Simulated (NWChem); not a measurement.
Everything below was run with NWChem. System: Cl₂Zn, charge 0, spin multiplicity 1, at a geometry optimised with PBE0/def2-SVP. The structure started from a generated list of species. Level: RHF/def2-TZVP.

The NWChem input:

```
start mol
memory heap 200 mb stack 900 mb global 1100 mb
geometry units angstroms nocenter noautoz
  Zn     0.000000     0.000000     0.000000
  Cl     0.000000     0.000000    -2.097028
  Cl     0.000000     0.000000     2.097028
  symmetry group D2h
end
basis spherical
  * library def2-tzvp
end
scf
  rhf
  nopen 0
  maxiter 100
  thresh 1e-7
  semidirect memsize 60000000 filesize 0
end
task scf energy
```

Part of the output:

```
             Northwest Computational Chemistry Package (NWChem) 7.3.0
             --------------------------------------------------------

                                NWChem Input Module
                                -------------------

 Scaling coordinates for geometry "geometry" by  1.889725989
 (inverse scale =  0.529177249)

 Turning off AUTOSYM since
 SYMMETRY directive was detected!

                             Geometry "geometry" -> ""
                             -------------------------

 Output coordinates in angstroms (scale by  1.889725989 to convert to a.u.)

  No.       Tag          Charge          X              Y              Z
 ---- ---------------- ---------- -------------- -------------- --------------
    1 Zn                  30.0000     0.00000000     0.00000000     0.00000000
    2 Cl                  17.0000     0.00000000     0.00000000    -2.09702800
    3 Cl                  17.0000     0.00000000     0.00000000     2.09702800

 Effective nuclear repulsion energy (a.u.)     293.8572620204

            Nuclear Dipole moment (a.u.)
            ----------------------------
        X                 Y               Z
 ---------------- ---------------- ----------------
     0.0000000000     0.0000000000     0.0000000000

      Symmetry information
      --------------------

 Group name             D2h
 Group number             26
 Group order               8
 No. of unique centers     2

      Symmetry unique atoms

     1    2


 Summary of "ao basis" -> "" (spherical)
 ------------------------------------------------------------------------------
       Tag                 Description            Shells   Functions and Types
 ---------------- ------------------------------  ------  ---------------------
 *                         def2-tzvp                  on all atoms

 Summary of "ao basis" -> "ao basis" (spherical)
 ------------------------------------------------------------------------------
       Tag                 Description            Shells   Functions and Types
 ---------------- ------------------------------  ------  ---------------------
 Zn                        def2-tzvp                16       48   6s5p4d1f
 Cl                        def2-tzvp                13       37   5s5p2d1f

                                 NWChem SCF Module
                                 -----------------

  ao basis        = "ao basis"
  functions       =   122
  atoms           =     3
  closed shells   =    32
  open shells     =     0
  charge          =   0.00
  wavefunction    = RHF
  use symmetry    = T
  symmetry adapt  = T

 Summary of "ao basis" -> "ao basis" (spherical)
 ------------------------------------------------------------------------------
       Tag                 Description            Shells   Functions and Types
 ---------------- ------------------------------  ------  ---------------------
 Zn                        def2-tzvp                16       48   6s5p4d1f
 Cl                        def2-tzvp                13       37   5s5p2d1f

      Symmetry analysis of basis
      --------------------------

        ag         30
        au          4
        b1g         7
        b1u        23
        b2g        13
        b2u        16
        b3g        13
        b3u        16

 Forming initial guess at       0.1s

      Superposition of Atomic Density Guess
      -------------------------------------

 Sum of atomic energies:       -2696.76243705

      Non-variational initial energy
[...]
      Two-electron energy =   1349.317360321229
 Nuclear repulsion energy =    293.857262020416

        Time for solution =      0.4s

       Symmetry analysis of molecular orbitals - final
       -----------------------------------------------

  Numbering of irreducible representations:

     1 ag          2 au          3 b1g         4 b1u         5 b2g
     6 b2u         7 b3g         8 b3u

  Orbital symmetries:

     1 ag          2 b1u         3 ag          4 ag          5 b2u
     6 b3u         7 b1u         8 b1u         9 ag         10 ag
    11 b1u        12 b2u        13 b3u        14 b2g        15 b3g
    16 ag         17 b3u        18 b2u        19 b1u        20 ag
    21 b1u        22 b2g        23 b3g        24 b1g        25 ag
    26 ag         27 ag         28 b1u        29 b2u        30 b3u
    31 b3g        32 b2g        33 ag         34 b3u        35 b2u
    36 b1u        37 ag         38 b2u        39 b3u        40 ag
    41 b1g        42 ag

             Final eigenvalues
             -----------------

              1
    1 -353.3985
    2 -104.8195
    3 -104.8195
    4  -44.4568
    5  -39.0227
    6  -39.0227
    7  -39.0184
    8  -10.5483
    9  -10.5483
   10   -8.0150
   11   -8.0149
   12   -8.0140
   13   -8.0140
   14   -8.0140
   15   -8.0140
   16   -5.7360
   17   -3.9421
   18   -3.9421
   19   -3.9414
   20   -1.0851
   21   -1.0663
   22   -0.8872
   23   -0.8872
   24   -0.8862
   25   -0.8862
   26   -0.8695
   27   -0.5283
   28   -0.4967
   29   -0.4702
   30   -0.4702
   31   -0.4554
   32   -0.4554
   33    0.0471
   34    0.0711
   35    0.0711
   36    0.1568
   37    0.2147
   38    0.2631
   39    0.2631
   40    0.3015
   41    0.3015
   42    0.3745

                       ROHF Final Molecular Orbital Analysis
                       -------------------------------------

 Vector   30  Occ=2.000000D+00  E=-4.702012D-01  Symmetry=b3u
              MO Center= -4.1D-16, -3.0D-30, -1.5D-16, r^2= 5.3D+00
   Bfn.  Coefficient  Atom+Function         Bfn.  Coefficient  Atom+Function
  ----- ------------  ---------------      ----- ------------  ---------------
    63      0.373409  2 Cl px               100      0.373409  3 Cl px
    66      0.250462  2 Cl px               103      0.250462  3 Cl px
    60      0.169532  2 Cl px                97      0.169532  3 Cl px

 Vector   31  Occ=2.000000D+00  E=-4.554242D-01  Symmetry=b3g
              MO Center=  5.0D-31, -3.7D-16,  1.5D-16, r^2= 5.4D+00
   Bfn.  Coefficient  Atom+Function         Bfn.  Coefficient  Atom+Function
  ----- ------------  ---------------      ----- ------------  ---------------
    64      0.379065  2 Cl py               101     -0.379065  3 Cl py
    67      0.255585  2 Cl py               104     -0.255585  3 Cl py
    61      0.175020  2 Cl py                98     -0.175020  3 Cl py

 Vector   32  Occ=2.000000D+00  E=-4.554242D-01  Symmetry=b2g
              MO Center= -3.1D-16,  4.2D-31,  2.4D-16, r^2= 5.4D+00
   Bfn.  Coefficient  Atom+Function         Bfn.  Coefficient  Atom+Function
  ----- ------------  ---------------      ----- ------------  ---------------
    63      0.379065  2 Cl px               100     -0.379065  3 Cl px
    66      0.255585  2 Cl px               103     -0.255585  3 Cl px
    60      0.175020  2 Cl px                97     -0.175020  3 Cl px

 Vector   33  Occ=0.000000D+00  E= 4.707644D-02  Symmetry=ag
              MO Center=  1.4D-20, -3.1D-20,  2.5D-15, r^2= 5.8D+00
   Bfn.  Coefficient  Atom+Function         Bfn.  Coefficient  Atom+Function
  ----- ------------  ---------------      ----- ------------  ---------------
     6      1.415265  1 Zn s                 53     -0.503208  2 Cl s
    90     -0.503208  3 Cl s                 68     -0.319704  2 Cl pz
   105      0.319704  3 Cl pz                65     -0.162053  2 Cl pz
   102      0.162053  3 Cl pz

 Vector   34  Occ=0.000000D+00  E= 7.108395D-02  Symmetry=b3u
              MO Center= -1.2D-15, -4.6D-30, -4.0D-17, r^2= 6.8D+00
   Bfn.  Coefficient  Atom+Function         Bfn.  Coefficient  Atom+Function
  ----- ------------  ---------------      ----- ------------  ---------------
    19      1.012569  1 Zn px                66     -0.281191  2 Cl px
   103     -0.281191  3 Cl px                16      0.203074  1 Zn px

 Vector   35  Occ=0.000000D+00  E= 7.108395D-02  Symmetry=b2u
              MO Center= -1.6D-30,  1.1D-15, -1.7D-18, r^2= 6.8D+00
   Bfn.  Coefficient  Atom+Function         Bfn.  Coefficient  Atom+Function
  ----- ------------  ---------------      ----- ------------  ---------------
    20      1.012569  1 Zn py                67     -0.281191  2 Cl py
   104     -0.281191  3 Cl py                17      0.203074  1 Zn py

 center of mass
 --------------
 x =   0.00000000 y =   0.00000000 z =   0.00000000

 moments of inertia (a.u.)
 ------------------
        1098.291129500533           0.000000000000           0.000000000000
           0.000000000000        1098.291129500533           0.000000000000
           0.000000000000           0.000000000000           0.000000000000

  Mulliken analysis of the total density
  --------------------------------------

    Atom       Charge   Shell Charges
 -----------   ------   -------------------------------------------------------
    1 Zn  30    29.12   2.00  2.00  1.18  0.80  0.50  0.05  5.99  4.78  1.24  0.42  0.05  5.48  3.39  1.12  0.13  0.00
    2 Cl  17    17.44   2.01  0.45  1.52  1.07  0.89  4.18  1.69  1.06  2.89  1.65  0.00  0.02  0.00
    3 Cl  17    17.44   2.01  0.45  1.52  1.07  0.89  4.18  1.69  1.06  2.89  1.65  0.00  0.02  0.00

       Multipole analysis of the density wrt the origin
       ------------------------------------------------

     L   x y z        total         open         nuclear
     -   - - -        -----         ----         -------
     0   0 0 0     -0.000000      0.000000     64.000000

     1   1 0 0      0.000000      0.000000      0.000000
     1   0 1 0     -0.000000      0.000000      0.000000
     1   0 0 1      0.000000      0.000000      0.000000

     2   2 0 0    -28.146003      0.000000      0.000000
     2   1 1 0      0.000000      0.000000      0.000000
     2   1 0 1      0.000000      0.000000      0.000000
     2   0 2 0    -28.146003      0.000000      0.000000
     2   0 1 1      0.000000      0.000000      0.000000
     2   0 0 2    -37.963644      0.000000    533.930890

 Task  times  cpu:        1.6s     wall:        1.6s

 Total times  cpu:        1.6s     wall:        1.6s
```
